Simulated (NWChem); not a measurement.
# GeH₃SeF; SMILES F[Se][GeH3]

Results from NWChem. All runs use the structure optimised with PBE0/def2-SVP. Total energies compare along this basis series because the functional is fixed.

```
level             basis functions  energy (Ha)  highest occupied level (eV)  orbital gap (eV)  dipole (D)
----------------  ---------------  -----------  ---------------------------  ----------------  ----------
TPSS/pcseg-1                   83   -4579.5769                        -5.84              2.81        2.27
TPSS/aug-pcseg-1              122   -4579.5891                        -5.92              2.71        2.19
TPSS/pcseg-2                  158   -4580.2392                        -5.88               ___        2.18
TPSS/STO-3G                    44   -4528.0400                        -1.75              3.79        1.40
TPSS/def2-SVP                  93   -4579.4756                        -5.66              2.83        2.12
```

Question: Some entries are withheld; supply them.

Answer: 
- TPSS/pcseg-2, orbital gap (eV): 2.75
